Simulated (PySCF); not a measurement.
**Converging MgTl⁺ in the basis (CCSD(T))**

PySCF, RHF reference; singlet, unpaired electrons none; De to Mg + Tl⁺ without counterpoise correction. Frozen cores follow the default of each basis and core potential.

```tsv
basis	relativity	functions	Re (Å)	ωe (cm⁻¹)	De (eV)	frozen orbitals
cc-pVDZ/cc-pVDZ-PP	scalar-relativistic core potentials	41	3.364	121	n/a	5
def2-SVP	scalar-relativistic core potentials	44	3.407	114	n/a	5
aug-cc-pVDZ/aug-cc-pVDZ-PP	scalar-relativistic core potentials	59	3.371	118	n/a	5
```

Task: How does each smaller set differ from the one with most functions, aug-cc-pVDZ/aug-cc-pVDZ-PP?

Result: cc-pVDZ/cc-pVDZ-PP: -0.7 pm, +2.5 % in ωe; def2-SVP: +3.6 pm, -3.4 % in ωe. All at CCSD(T); the set with most functions is neither the basis-set limit nor always the best.

Correlated steps freeze 5 core orbitals. Spin–orbit coupling is left out.
